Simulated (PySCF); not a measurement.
# A survey of ²⁹Si NMR shifts

Calculated, not measured (PySCF): coordinates at the GFN2-xTB level, shieldings: GIAO PBE0/pcSseg-1. One conformer, equivalent nuclei averaged, no solvent, no relativistic terms.

Shieldings were converted by a linear fit to measured shifts: ²⁹Si (scatter 8.9 ppm rms, 25.8 ppm with the 6 outliers that the fit left out vs TMS, solution or neat liquid). A few per cent of atoms miss by over 2 rms, more outside the fitted compound classes.

Question: Give the ²⁹Si shifts of `C=C1O[SiH2][C@@H](C(F)F)O1`, `CCCS[Si@H](C)CF`, `O=C[C@@]1(F)CO[SiH2][C@@H]1F`.

Answer: 
```json
{"compound": "C=C1O[SiH2][C@@H](C(F)F)O1", "environment": "silicon bonded to C, O, 2 H, in a 5-membered ring", "δ (ppm)": "-17.9"}
{"compound": "CCCS[Si@H](C)CF", "environment": "silicon bonded to 2 C, S, H", "δ (ppm)": "-15.9"}
{"compound": "O=C[C@@]1(F)CO[SiH2][C@@H]1F", "environment": "silicon bonded to C, O, 2 H, in a 5-membered ring", "δ (ppm)": "0.3"}
```

Question: Match the shifts 1.4, -20.0, -28.2, -36.9 ppm to `O=C/C(=C/O[SiH3])C(F)F`, `C=C/C=C(\C=C)[SiH2]Cl`, `CSC[SiH2]C(C)(C)F`, `O=C1CO[C@@H]([SiH2]F)[C@@H]1F`.

Answer: 1.4: O=C1CO[C@@H]([SiH2]F)[C@@H]1F (silicon bonded to C, F, 2 H); -20.0: C=C/C=C(\C=C)[SiH2]Cl (silicon bonded to C, Cl, 2 H); -28.2: O=C/C(=C/O[SiH3])C(F)F (silicon bonded to O, 3 H); -36.9: CSC[SiH2]C(C)(C)F (silicon bonded to 2 C, 2 H).
